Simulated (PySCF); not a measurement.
The vertical singlet excitations below were computed for one of the candidates. Computed with TDDFT B3LYP/def2-SVPD, vertical, gas phase, core orbitals frozen in the response (PySCF 2.14.0, density-fitted response routines). Geometries: GFN2-xTB, one conformer each.

```
state  E (eV)       f
   S1    5.53   0.011
   S2    5.68   0.029
   S3    5.77  0.0011
   S4    6.07   0.061
   S5    6.14   0.054
   S6    6.37  0.0073
   S7    6.83  0.0043
   S8    7.07   0.029
```

Question: Which structure fits? All have the formula CH11PSi3.
A. `[SiH3]C[Si@@H]([SiH3])P`
B. `C[SiH2]P([SiH3])[SiH3]`
C. `[SiH3]C([SiH3])[SiH2]P`

Answer: B. Its S1, at 5.53 eV, is the lowest among the candidates; the nearest of the others has S1 at 5.80 eV. S1 is HOMO→LUMO (91%). Löwdin shares by element: HOMO phosphorus 61%, silicon 27%; LUMO silicon 31% or more, phosphorus 14%, carbon 10% (atoms not listed hold the other 44%). At the same level the other candidates give, for their lowest levels:
- `[SiH3]C([SiH3])[SiH2]P`: 6.16 eV (f 0.012); 6.28 eV (f 0.036); 6.58 eV (f 0.128); 6.77 eV (f 0.049); 6.86 eV (f 0.022); T1 5.55 eV; HOMO -7.24, LUMO -0.30 eV
- `[SiH3]C[Si@@H]([SiH3])P`: 5.80 eV (f 0.006); 5.97 eV (f 0.070); 6.37 eV (f 0.008); 6.53 eV (f 0.050); 6.72 eV (f 0.037); T1 5.37 eV; HOMO -7.13, LUMO -0.42 eV

The values belong to the conformer `[CH3:1][SiH2:2][P:3]([SiH3:4])[SiH3:5]`: C1–Si2–P3–Si4 67°.
Triplets come from the Tamm–Dancoff approximation.
